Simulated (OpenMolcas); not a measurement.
# Ru+: from CASSCF to CASPT2

```yaml
Program: OpenMolcas 26.06
Basis: ANO-RCC-VQZP [8s7p5d3f2g1h]
Scalar_Hamiltonian: DKH2, point nucleus
Active_space: 7 electrons in 11 orbitals (4d 5s 5d)
State_averaging: 2S+1 = 4 even, 15 roots; 2S+1 = 6 even, 5 roots kept (CI in the orbitals of an earlier block); 2S+1 = 2 even, 28 roots kept (CI in the orbitals of an earlier block)
Spin-orbit_coupling: RASSI with atomic mean-field integrals over the reference wave functions, term energies averaged over their components
```

Methods on the same reference wave functions:
A. CASSCF
B. SS-CASPT2, IPEA 0.25 Eh, imaginary shift 0.1 Eh (closed shells correlated: 4s 4p)

Energies in cm-1 above 4d7 4F 9/2, the measured ground level; measured values from NIST Handbook of Basic Atomic Spectroscopic Data.

```tsv
Level	A	B	Measured
4d7 4F 9/2	0.0	0.0	0.0
4d7 4F 7/2	1466	1486	1523
4d7 4F 5/2	2444	2450	2494
4d7 4F 3/2	3058	3030	3104
4d6 5s 6D 9/2	8037	8550	9151
4d6 5s 6D 7/2	8934	9450	10150
4d6 5s 6D 5/2	9568	10210	10852
4d6 5s 6D 3/2	9981	10740	11304
4d6 5s 6D 1/2	10281	11150	11604
4d7 4P 5/2	10963	8400	8257
4d7 4P 3/2	11338	8580	8478
4d7 4P 1/2	12216	9400	9374
4d7 2G 9/2	12827	11020	
4d7 2G 7/2	14259	12470	
4d7 2P 3/2 [59 %]	16045	13180	
4d7 2H 11/2	17349	15100	
4d7 2D 5/2	17644	14890	
4d7 2P 1/2	18020	15030	
4d7 2H 9/2	18696	16480
```

Deviations, from unrounded energies. A percentage is the sum of absolute deviations over the sum of measured energies, with the sign that they share, or ± where signs differ.

```csv
Against measurement,Levels,A,B
mean absolute deviation (cm-1),11,1300,310
fine structure of the ground term (%),3,-2.2,-2.2
other terms of the ground configuration (%),3,+32.2,+1.0
other configurations (%),5,-11.8,-5.6
```

B lies closest to measurement on these levels. The largest miss of B in the table is 4d6 5s 6D 7/2, by -700 cm-1. The ranking rests on the paired levels alone, and a cruder setting can come out closer through cancelling errors.

From A to B the spin-free energies of the other terms of 4d7 shown, above 4F, scale by factors of 0.75 to 0.86, as is usual when dynamic correlation screens the repulsion within a d or f shell.

The lowest spin-free term lies below A's lowest term by 0.489 hartree in B.

CASPT2 does not keep the components of a term degenerate, so their means are used; among the terms shown or strongly mixed into the levels shown the widest spread is 360 cm-1 (4d7 4F, B). Terms from blocks run as CI alone lack orbitals of their own. Active for correlation alone: 5d; no level in the range computed is led by a configuration that fills it, so any true level of that kind is missing. Without dynamic correlation excited terms often stand tens of per cent too high (terms of higher spin than the ground term too low), and those without a measured partner can miss by more than the paired ones (holds for A). Some levels mix across a computed gap that differs much from the measured one, so their mixing is not that of the real levels (holds for A). Computed and measured levels are paired by configuration, term and J; levels that our copy of the source lacks, or whose pairing is in doubt (as where it misses far off the trend of its configuration), stay unpaired and out of the deviations. Levels of configurations outside the active space are missing. Levels that lie high or do not pair safely by name in every column are left out.

A share in square brackets marks a mixed level and gives the weight of the term that names it, the lowest over the columns.
